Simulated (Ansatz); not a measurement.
Computed with Ansatz on PBE0-D4/def2-TZVP structures; ΔE is electronic, products minus reactants. CBS: MP2 limit from def2 TZ/QZ plus the TZ coupled-cluster correction, frozen cores. Functionals use def2-TZVPP. HSE06 is defined as in plane-wave codes. def2 core potentials past Kr. For Se, Sn outer-core shells are correlated without core-valence functions, which leaves a few kJ/mol of doubt a bond. Scalar relativity is left out up to krypton. Each species was taken in one conformer, which may not be the lowest.

Reaction (substitution at a C–N bond): `C[N]1[CH2][SnH2]1` + `FB(Cl)[SeH]` → `C[Se]B(F)Cl` + `[CH2]1[NH][SnH2]1`

`C[N]1[CH2][SnH2]1`:

```xyz
11

C    -1.413   -0.152    0.242
N    -0.044   -0.250    0.693
C     0.705   -1.115    0.120
Sn    1.673    1.102   -0.919
H    -1.586   -0.613   -0.740
H    -2.039   -0.659    0.983
H    -1.721    0.892    0.213
H     0.363   -1.765   -0.694
H     1.696   -1.307    0.530
H     2.186    1.841    0.592
H     0.180    2.025   -1.021
```

`FB(Cl)[SeH]`:

Cartesian coordinates in Å:
```
F 1.779 0.443 0.355
B 0.502 0.310 0.059
Cl -0.384 1.718 -0.479
Se -0.282 -1.450 0.250
H -1.614 -1.020 -0.185
```

`C[Se]B(F)Cl`:

Z-matrix (Å, degrees):
```
C
Se 1 1.948
H 1 1.087 2 109.9
H 1 1.088 2 106.2 3 119.1
H 1 1.087 2 109.9 3 -121.9
B 2 1.926 1 100.4 3 60.9
Cl 6 1.754 2 123.8 1 0.0
F 6 1.319 2 118.0 1 -180.0
```

`[CH2]1[NH][SnH2]1`:

Cartesian coordinates in Å:
```
C 0.296 1.092 0.308
N 0.990 0.216 -0.343
Sn -1.367 -0.791 -0.083
H 0.330 1.231 1.392
H -0.252 1.843 -0.261
H 1.514 -0.389 0.289
H -1.202 -1.127 -1.792
H -0.310 -2.074 0.489
```

**Question.** Is it downhill or uphill in electronic energy at CCSD(T)/CBS, and by how much? (Best estimate.)

**Answer.** Computed: Downhill: ΔE = -19.5 kJ/mol.

**Question.** What do these levels give: BLYP-D4, B97M-V, PBE0-D4, r2SCAN0-D4, ωB97M-V, r2SCANh, HSE06, BHLYP, RPA@PBE/def2-TZVPP, CCSD(T)/def2-SVP, MP2/CBS(def2), CCSD/CBS(def2)? (An estimate is asked.)

**Answer.** Ansatz gave: BLYP-D4 -15.7, B97M-V -16.9, PBE0-D4 -18.6, r2SCAN0-D4 -19.1, ωB97M-V -16.4, r2SCANh -20.5, HSE06 -19.4, BHLYP -12.3, RPA@PBE/def2-TZVPP -18.6, CCSD(T)/def2-SVP 3.3, MP2/CBS(def2) -23.5, CCSD/CBS(def2) -17.0 kJ/mol.

Largest T1 diagnostic among the species: 0.016.

At CCSD(T), def2-SVP lies +22.8 kJ/mol from the extrapolated value and def2-TZVPP +1.8 kJ/mol. From BLYP to BHLYP (50 % exact exchange), in def2-TZVPP and without D4, ΔE moves by +4.6 kJ/mol. In def2-TZVPP, CCSD(T) changes the Hartree–Fock value by −11.8 kJ/mol (the triples alone add −2.5 kJ/mol) and MP2 by −15.8 kJ/mol.
